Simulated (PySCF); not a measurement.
# Levels of Ge²¹⁺ from EOM-EA-GCCSD

Reference: closed-shell Ge²²⁺, [Ne]; one electron is added. Calculated with PySCF 2.14, two-component X2C-1e with screened spin-orbit coupling, an uncontracted even-tempered set (18 s from 1.4 bohr⁻², ratio 2.6; 12 p from 1.8 bohr⁻², ratio 2.6; 6 d from 1.9 bohr⁻², ratio 2.8; 3 f from 52 bohr⁻², ratio 2.8); frozen 1s2; the 50 highest virtual spinors dropped; of the others 44 kept and the rest restored at second order. No Breit or QED terms. Binding energies in eV.

```csv
level,Koopmans
3s1/2,879.72
3p1/2,832.33
3p3/2,824.83
3d3/2,760.74
3d5/2,759.46
```

Problem. How does correlation move these levels?

Solution. 3s1/2: second order 880.39, EOM-CCSD 880.40; 3p1/2: second order 833.08, EOM-CCSD 833.09; 3p3/2: second order 825.57, EOM-CCSD 825.57; 3d3/2: second order 761.27, EOM-CCSD 761.28; 3d5/2: second order 759.98, EOM-CCSD 759.98.

For comparison, the ionisation energy of Ge²¹⁺ is 880.44 eV (semi-empirical (NIST evaluation); NIST Atomic Spectra Database, ionization energies).

Only part of the computed levels is shown.
